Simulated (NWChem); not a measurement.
diphosphane (P2H4); SMILES PP

Program: NWChem. Pople sets run with spherical d functions. All runs use the structure optimised with B3LYP/6-31G* (spherical d). Level: B3LYP/6-31G* with SMD (1 M gas to 1 M solution), gas-phase geometry. Reactions with the solvent are ignored.

Problem. Predict the results for solvent water. Quantities: solvation free energy (kcal/mol); cavity-dispersion-structure term (kcal/mol).

Solution. 
```
Property                                     Value
-------------------------------------------  -----
solvation free energy (kcal/mol)              -0.2
cavity-dispersion-structure term (kcal/mol)    2.8
```
